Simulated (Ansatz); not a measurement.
Job for Ansatz (a program for electronic structure): R-RI-MP2/cc-pVQZ on C2H6BN (SMILES C=CBN), a point of a torsion scan. Files ending in .json are basis or fitting sets from the Basis Set Exchange.

Ansatz 0.2 input:
```yaml
crystal:
  periodic: [false, false, false]
  atoms:
    - {symbol: C, position_ang: [1.41035171, 0.50270209, 0.31349807]}
    - {symbol: C, position_ang: [0.79087226, -0.59832171, -0.09924006]}
    - {symbol: B, position_ang: [-0.73488495, -0.67435093, -0.43057907]}
    - {symbol: N, position_ang: [-1.66236551, 0.24091169, 0.09022900]}
    - {symbol: H, position_ang: [0.87132887, 1.41228779, 0.53435914]}
    - {symbol: H, position_ang: [2.48218738, 0.56557985, 0.43012388]}
    - {symbol: H, position_ang: [1.41349387, -1.46163164, -0.31196281]}
    - {symbol: H, position_ang: [-1.09562689, -1.36848117, -1.30990558]}
    - {symbol: H, position_ang: [-2.24186874, 0.81722829, -0.49384860]}
    - {symbol: H, position_ang: [-1.34792682, 0.80411345, 0.87131616]}
basis:
  gaussian:
    orbitals: cc-pVQZ
    fitting: {mean_field: def2-universal-JKFIT, correlation: cc-pVQZ-RIFIT.json}
magnetization: {spin_polarized: false}
correlation: {method: mp2, electrons: outside_noble_gas}
scf: {lower_state_search: off}
```

**Question.** What total energy does the run end on?

**Answer.** -159.1244 hartree.

**Question.** How many basis functions does it have, and what does it roughly cost on one machine?

**Answer.** 400 functions; roughly 9 core-seconds.
